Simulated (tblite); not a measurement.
Species: C6H14N (doublet state).
Geometry (GFN2-xTB, Å), atoms numbered from 1 in this order:
```
atom  x, y, z in Å
C1     1.9851    0.8967    1.0768
C2     1.1473   -0.2203    0.5898
C3     0.3540   -0.1522   -0.6571
C4     0.5713   -1.4036   -1.5174
C5    -1.1731   -0.0012   -0.3811
C6    -1.4694    1.3350    0.3098
N7    -1.6425   -1.1541    0.3671
H8     1.9105    1.0054    2.1617
H9     3.0470    0.7207    0.8596
H10    1.7041    1.8369    0.6059
H11    1.2094   -1.1633    1.1068
H12    0.6570    0.7345   -1.2262
H13    1.6324   -1.5643   -1.6926
H14    0.0711   -1.2918   -2.4765
H15    0.1565   -2.2691   -1.0094
H16   -1.6898   -0.0207   -1.3488
H17   -1.1234    2.1669   -0.2983
H18   -2.5414    1.4491    0.4669
H19   -0.9690    1.3780    1.2756
H20   -1.2005   -1.1685    1.2808
H21   -2.6455   -1.0972    0.5059
```

All values are computed: GFN2-xTB (tblite) harmonic vibrations without scaling, gas phase. This tight-binding method is rough: wavenumbers can miss measured ones by several per cent, in bad cases by 10 to 20. One conformer, not necessarily the lowest. Open shells enter through the occupations alone, without spin polarisation, and single modes of such species can be off by tens of per cent.

Harmonic wavenumbers (cm⁻¹): 48.2, 74.3, 89.0, 201.6, 219.5, 226.5, 257.9, 275.7, 312.5, 343.0, 387.6, 461.5, 518.2, 586.7, 798.0, 906.9, 937.0, 954.0, 983.5, 989.5, 1000.7, 1032.9, 1071.4, 1090.5, 1128.6, 1153.1, 1174.5, 1201.8, 1268.8, 1282.1, 1299.3, 1336.7, 1382.4, 1395.9, 1398.9, 1402.3, 1468.2, 1488.0, 1492.1, 1496.9, 1498.6, 1502.5, 1555.3, 2870.5, 2907.5, 2914.1, 2957.5, 3011.6, 3022.1, 3026.0, 3029.5, 3033.9, 3035.5, 3058.7, 3102.4, 3383.9, 3414.8.

A = 2882, B = 2122, C = 1550 MHz; mass 100.113 u (most abundant isotopes); point group C1, symmetry number 1; spin multiplicity 2.

**Question.** What is the zero-point energy?

**Answer.** Half the sum of the wavenumbers: 41230 cm⁻¹ = 493.22 kJ/mol.

**Question.** Give the ideal-gas entropy at 350 K and 1 bar in the rigid-rotor, harmonic-oscillator model (classical rotation).

**Answer.** Translation 169.64, rotation 118.81, vibration 142.09, spin (R ln 2) 5.76: S = 436.3 J/(mol K).

**Question.** And Cp and H(350 K) − H(0)?

**Answer.** Cp = 179.51 J/(mol K), of which vibrations give 146.26 (their classical limit is 57 R = 473.9); H(350 K) − H(0) = 37.71 kJ/mol without the zero-point energy, 26.07 from vibrations.

**Question.** Which modes carry the vibrational entropy at 350 K?

**Answer.** 48.2 cm⁻¹: 21.79; 74.3 cm⁻¹: 18.21; 89.0 cm⁻¹: 16.72; 201.6 cm⁻¹: 10.11; 219.5 cm⁻¹: 9.45; 226.5 cm⁻¹: 9.20 J/(mol K); the other 51 give 56.61 together.

**Question.** How do the functions run with temperature in this model?

**Answer.** 
```
 T (K)  S (J/(mol K))  Cp (J/(mol K))  H − H(0) (kJ/mol)  G − H(0) (kJ/mol)  ln q(vib)
    50          242.1            53.6               2.08             -10.02       0.50
   100          286.8            78.7               5.38             -23.30       1.65
298.15          409.3           157.8              28.96             -93.07       6.80
373.15          448.1           189.2              41.98            -125.23       8.72
   500          510.5           238.6              69.19            -186.08      11.95
   750          622.2           312.2             138.66            -327.99      18.16
  1000          719.3           362.4             223.36            -495.96      24.06
```

q(vib) and H(0) count from the zero-point level.

**Question.** Blend soft modes into free rotors: weight 1/[1 + (100 cm⁻¹/ν̃)⁴] for the oscillator and the rest for a rotor with moment μB/(μ + B), μ = h/(8π²ν), B = 10⁻⁴⁴ kg m². What vibrational entropy results?

**Answer.** 130.72 J/(mol K) in place of 142.09, which changes −T·S at 350 K by +3.98 kJ/mol.

Hindered rotation and anharmonicity are outside this model. Other conformers, if any are populated, would add a mixing term that is left out. The structure is chiral; the term R ln 2 for an equal mix with its mirror image is left out.
